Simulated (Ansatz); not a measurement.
A nudged elastic band was laid between two geometries of BH2LiTe (5 atoms, charge 0, multiplicity 1).

Computed with Ansatz 0.2.0, RKS r2SCAN-D4/def2-SVP.

```yaml
movable_images: 9
climbing_image: yes
spring: 5.0 eV/Å²
optimiser: quadratic models (default)
start_path: IDPP
force_threshold: 0.05 eV/Å
iteration_limit: 50
end_points: relaxed
```

Initial state:

```xyz
5
Properties=species:S:1:pos:R:3
Li 0.058 -0.144 1.738
Te 1.253 -1.353 -0.078
B -0.136 0.170 -0.491
H -0.441 0.553 -1.591
H -0.735 0.773 0.421
```

Final state:

```xyz
5
Properties=species:S:1:pos:R:3
Li 0.076 -0.127 1.739
Te 1.265 -1.343 -0.078
B -0.142 0.164 -0.491
H -0.736 0.773 0.421
H -0.462 0.533 -1.591
```

(1) Which bonds break or form, and what moves?

(2) What energy profile does the band end with?

Answers

(1) Bonds broken: Li1–H5. Bonds formed: Li1–H4. The dihedral Li1–Te2–B3–H5 goes from 0 to 180°. The two ends are copies of one structure, up to a mirror image or an exchange of like atoms.

(2) The run ended unconverged. The highest image is number 5 of 0 to 10, 0.65 eV above the ends, which have the same energy within 2 meV. The band forces met their threshold (the largest was 0.04 eV/Å), but the run stopped with an error, since it found no sound saddle at the top, so its energies are provisional: over the last iterations the top stayed at 0.65 eV. The orbitals stay closed-shell, which can raise the energy where a bond breaks towards radicals; this wasn't checked here.

```tsv
image	path coordinate (Å)	energy (eV)	Li1–H5 (Å)	Li1–H4 (Å)	dihedral Li1–Te2–B3–H5 (°)
0	0.00	0.00	1.79	3.44	0
1	0.43	0.11	2.07	3.58	-19
2	0.86	0.33	2.58	3.83	-33
3	1.29	0.49	3.06	3.98	-49
4	1.72	0.61	3.43	3.92	-69
5	2.15	0.65	3.73	3.73	-90
6	2.58	0.61	3.91	3.43	-111
7	3.01	0.50	3.97	3.05	-131
8	3.45	0.33	3.82	2.57	-147
9	3.88	0.11	3.57	2.07	-160
10	4.31	0.00	3.44	1.79	180
```

Run time: 4.2 min on 1 thread of Arm Neoverse V1 (shared host), peak memory 0.22 GiB.
